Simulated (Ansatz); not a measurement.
Several settings on one geometry of Se(CN)2 (C2SeN2) (that of the charge 0 singlet, PBE0-D4/def2-SVP). Ansatz on 4 threads of Arm Neoverse V1 on a shared host; times are rough.

```xyz
5

Se    0.0144    0.0256   -1.2597
C     1.3715    0.0083   -0.0193
N     2.2884   -0.0008    0.6916
C    -1.3707   -0.0069   -0.0510
N    -2.3037   -0.0263    0.6384
```

Totals from different functionals, basis sets or treatments of relativity can't be compared as stabilities.

DK, ANO-RCC and x2c sets are all-electron and run with scalar relativity unless a key says otherwise.

The spins typed aren't always the lowest for that charge.

Problem. Give the basis size and estimate the energy, ⟨S²⟩ and time of these runs.

| run | method | charge | state | further keys |
| --- | --- | --- | --- | --- |
| 1 | UKS BLYP-D3(BJ)-ATM/def2-mTZVPP | 0 | singlet | final_grid: {core_spheres: 5, valence_spheres: 4, degree: 11}; scf: {lower_state_search: off}; forces asked |
| 2 | UKS r2SCAN50-D3(BJ)/x2c-TZVPPall | 1 | doublet | scf: {omitted_lower_state_checks: [starts]}; forces asked |
| 3 | UKS revPBE0-D3(BJ)-ATM/def2-mTZVPP | 1 | doublet | scf: {omitted_lower_state_checks: [starts]} |

Solution. 
| run | functions | energy (Eh) | ⟨S²⟩ | wall time |
| --- | --- | --- | --- | --- |
| 1 | 122 | -2587.2817 | 0.00 | 0.71 s |
| 2 | 172 | -2615.0465 | 0.84 | 8.5 s |
| 3 | 122 | -2586.6175 | 0.77 | 2.5 s |
